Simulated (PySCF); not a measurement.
How methods differ on the ionisation energy of P+

P+ [Ne] 3s2 3p2 (3P) → P(2+) [Ne] 3s2 3p1 (2P), as a difference of total energies. Computed with PySCF 2.14 in aug-cc-pwCVTZ (8s7p5d3f, 75 functions), with the non-relativistic Hamiltonian (point nucleus). Correlated levels: valence: [Ne] frozen. The calculations carry no spin-orbit coupling.

```
           method  ionisation energy (eV)
              UHF                  19.163
    MP2 (valence)                  19.619
SCS-MP2 (valence)                  19.527
   CCSD (valence)                  19.656
CCSD(T) (valence)                  19.693
```

Question: How much does correlation contribute at CCSD(T) (valence)?

Answer: 19.693 − (19.163) = 0.530 eV, measured against UHF.

A first-order spin-orbit estimate (lowest level to lowest level, LS coupling) adds -0.007 eV.

Errors of the correlated levels include the incompleteness of this basis and the frozen core.

For comparison: 19.769 eV (semi-empirical (NIST evaluation); NIST Atomic Spectra Database, ionization energies).
